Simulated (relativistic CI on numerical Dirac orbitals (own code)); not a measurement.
## Line list: Electric-dipole lines, Ru²³⁺

These numbers are calculated, not measured: Dirac-Coulomb-Breit CI, orbitals from a KLI potential per configuration, QED by a radiative potential, unscaled Slater integrals (own radial code, finite nucleus).

Configuration list (outside the closed core [Ne]): 3s2 3p6 3d3, 3s2 3p5 3d4, 3s 3p6 3d4, 3s2 3p6 3d2 4s, 3s2 3p6 3d2 4p, 3s2 3p6 3d2 4d, 3s2 3p6 3d2 4f, 3s2 3p5 3d3 4s, 3s2 3p5 3d3 4p, 3s2 3p6 3d 4s 4p, 3s 3p6 3d3 4s, 3s2 3p6 3d2 5s, 3s2 3p6 3d2 5p, 3s 3p6 3d3 4p, 3p6 3d4 4p, 3s2 3p6 3d2 5d, 3s2 3p6 3d 4p 4d, 3s2 3p6 3d2 5f, 3s2 3p6 3d2 5g, 3s2 3p6 3d2 6s, 3s2 3p6 3d2 6p, 3p6 3d5, 3p5 3d6, 3s2 3p6 3d 4s2, 3s2 3p6 4s2 4p, 3s2 3p6 4s2 4d, 3s2 3p6 4s2 4f, 3s2 3p6 3d 4p2, 3s2 3p6 4s 4p2, 3s2 3p6 4p3, 3s2 3p6 4p2 4d, 3s2 3p6 4p2 4f, 3p6 3d4 4s, 3p5 3d5 4s, 3s2 3p6 3d 4s 4d, 3s2 3p6 4s 4p 4d, 3s2 3p6 4s 4d2, 3s2 3p6 4s 4d 4f, 3p6 3d4 4d, 3p5 3d5 4d, 3s2 3p6 3d 4d2, 3s2 3p6 4p 4d2, 3s2 3p6 4d3, 3s2 3p6 4d2 4f, 3s 3p6 3d2 4s2, 3s 3p6 3d 4s2 4p, 3s 3p6 3d 4s2 4d, 3s 3p6 3d 4s2 4f. Double excitations out of closed p, d and f shells are left out; levels of such configurations are missing from the list, as are those of other unlisted configurations, and high levels can miss mixing partners. These lack a partner that the ground configuration has and come out too high: 3s2 3p5 3d3 4p.

```tsv
λ vac (nm)	Lower	Upper	A (s⁻¹)	gf	Branching (%)
5.9227	3s2 3p6 3d3 2G_7/2 [7]	3s2 3p5 3d4 2F°_5/2 [193]	5.94e+11	1.88e+00	46.6
5.9384	3s2 3p6 3d3 2H_9/2 [8]	3s2 3p5 3d4 2G°_7/2 [192]	2.31e+11	9.76e-01	20.9
5.9923	3s2 3p6 3d3 4F_7/2 [3]	3s2 3p5 3d4 4D°_5/2 [178]	2.71e+11	8.75e-01	34.8
6.0644	3s2 3p6 3d3 4F_3/2 [1]	3s2 3p5 3d4 2P°_1/2 [170]	5.21e+11	5.74e-01	54.0
6.0820	3s2 3p6 3d3 2G_9/2 [14]	3s2 3p5 3d4 2F°_7/2 [194]	3.42e+11	1.52e+00	31.8
6.0869	3s2 3p6 3d3 4F_5/2 [2]	3s2 3p5 3d4 4D°_3/2 [174]	3.07e+11	6.83e-01	42.8
6.0895	3s2 3p6 3d3 4F_7/2 [3]	3s2 3p5 3d4 4D°_5/2 [175]	3.45e+11	1.15e+00	51.9
6.0987	3s2 3p6 3d3 4F_9/2 [4]	3s2 3p5 3d4 4D°_7/2 [176]	8.90e+11	3.97e+00	70.6
6.1133	3s2 3p6 3d3 2H_9/2 [8]	3s2 3p5 3d4 2F°_7/2 [188]	5.32e+11	2.38e+00	51.9
6.1161	3s2 3p6 3d3 2H_11/2 [12]	3s2 3p5 3d4 2G°_9/2 [190]	1.20e+12	6.75e+00	94.0
6.1283	3s2 3p6 3d3 2G_9/2 [14]	3s2 3p5 3d4 2G°_7/2 [192]	7.79e+11	3.51e+00	70.7
6.2011	3s2 3p6 3d3 4F_3/2 [1]	3s2 3p5 3d4 4D°_1/2 [163]	5.83e+11	6.72e-01	64.2
6.2523	3s2 3p6 3d3 2D_3/2 [18]	3s2 3p5 3d4 2D°_3/2 [199]	8.82e+11	2.07e+00	68.3
6.3447	3s2 3p6 3d3 2D_5/2 [19]	3s2 3p5 3d4 2D°_5/2 [197]	6.36e+11	2.30e+00	47.7
6.3519	3s2 3p6 3d3 2H_11/2 [12]	3s2 3p5 3d4 2H°_11/2 [180]	9.14e+11	6.63e+00	94.5
6.3956	3s2 3p6 3d3 4F_5/2 [2]	3s2 3p5 3d4 4D°_3/2 [156]	2.80e+11	6.86e-01	45.6
6.4198	3s2 3p6 3d3 2G_9/2 [14]	3s2 3p5 3d4 2H°_9/2 [179]	5.96e+11	3.68e+00	88.7
6.4510	3s2 3p6 3d3 4F_7/2 [3]	3s2 3p5 3d4 2F°_5/2 [157]	1.82e+11	6.83e-01	32.0
6.5421	3s2 3p6 3d3 2H_9/2 [8]	3s2 3p5 3d4 2G°_9/2 [167]	1.86e+11	1.19e+00	69.9
6.5745	3s2 3p6 3d3 4F_9/2 [4]	3s2 3p5 3d4 4F°_9/2 [152]	2.86e+11	1.85e+00	83.6
6.5897	3s2 3p6 3d3 2H_9/2 [8]	3s2 3p5 3d4 2H°_9/2 [164]	4.14e+11	2.70e+00	76.0
6.6641	3s2 3p6 3d3 2G_7/2 [7]	3s2 3p5 3d4 2G°_7/2 [160]	3.27e+11	1.74e+00	73.1
6.7435	3s2 3p6 3d3 2G_9/2 [14]	3s2 3p5 3d4 2H°_11/2 [168]	2.13e+11	1.74e+00	78.2
6.7560	3s2 3p6 3d3 4F_7/2 [3]	3s2 3p5 3d4 4F°_7/2 [142]	2.50e+11	1.37e+00	70.6
6.7716	3s2 3p6 3d3 4F_9/2 [4]	3s2 3p5 3d4 2G°_9/2 [145]	1.19e+11	8.17e-01	51.9
6.9920	3s2 3p6 3d3 4F_9/2 [4]	3s2 3p5 3d4 4G°_11/2 [132]	9.83e+10	8.64e-01	51.8
7.0156	3s2 3p6 3d3 4F_3/2 [1]	3s2 3p5 3d4 4F°_3/2 [115]	3.45e+11	1.02e+00	88.3
7.0638	3s2 3p6 3d3 2G_7/2 [7]	3s2 3p5 3d4 2H°_9/2 [140]	1.43e+11	1.07e+00	59.4
7.3729	3s2 3p6 3d3 4F_7/2 [3]	3s2 3p5 3d4 2H°_9/2 [103]	1.07e+11	8.68e-01	65.7
7.7428	3s2 3p6 3d3 4F_9/2 [4]	3s2 3p5 3d4 2H°_11/2 [93]	8.68e+10	9.37e-01	68.6
```

Terms are leading LS components. Brackets give the number of a level in order of energy, since labels repeat. The list gives strong lines, with weight on those to low levels, without lines whose two gauges differ by over a factor of 2.5, among the lowest 400 of 5636 levels, so that lines to higher ones, which can be the strongest, are missing. Levels whose partners in the same complex of configurations lie outside the list can be far off, and so can their lines. Rates are taken at the computed energies, electric ones in the length gauge.

At this charge energies of transitions that change n are usually good to better than 1 %, and those within a shell (Δn = 0) to a few per cent. Terms inside the open d or f shell come out 10 to 20 % too wide with unscaled integrals.

LS names give the leading component of a level, which can be under half, so a name can repeat, a term be missing and a line seem to break the LS rules.
